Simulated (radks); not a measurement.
All-electron atom: Sn4+ in [Kr] 4d10 (the NIST ground configuration). All-electron calculation, non-relativistic Kohn-Sham, LDA (Slater exchange, VWN5 correlation), spin-polarised, spherical densities, point nucleus; relativity is left out, which matters for an element this heavy. Program: a radial shooting solver on a logarithmic mesh with Libxc functionals.

Unscreened Slater integrals over Kohn-Sham orbitals (eV). They are taken over the spin-up orbitals.

integral    value
F0(4d,4d)  23.133
F2(4d,4d)  11.651
F4(4d,4d)  7.6846
F0(4d,4p)  24.967
F2(4d,4p)  12.612
G1(4d,4p)  16.055
G3(4d,4p)  9.8940
F0(4d,4s)  25.527
G2(4d,4s)  12.209
F0(4d,3d)  31.041
F2(4d,3d)  6.5659
F4(4d,3d)  2.9600
G0(4d,3d)  2.0586
G2(4d,3d)  2.4267
G4(4d,3d)  1.8590
F0(4p,4p)  27.302
F2(4p,4p)  14.314
F0(4p,4s)  28.031
G1(4p,4s)  19.135
F0(4p,3d)  35.404
F2(4p,3d)  8.4610
G1(4p,3d)  2.6737
G3(4p,3d)  2.6186
F0(4s,4s)  28.829
F0(4s,3d)  36.928
G2(4s,3d)  2.8711
F0(3d,3d)  78.503
F2(3d,3d)  39.326
F4(3d,3d)  25.136
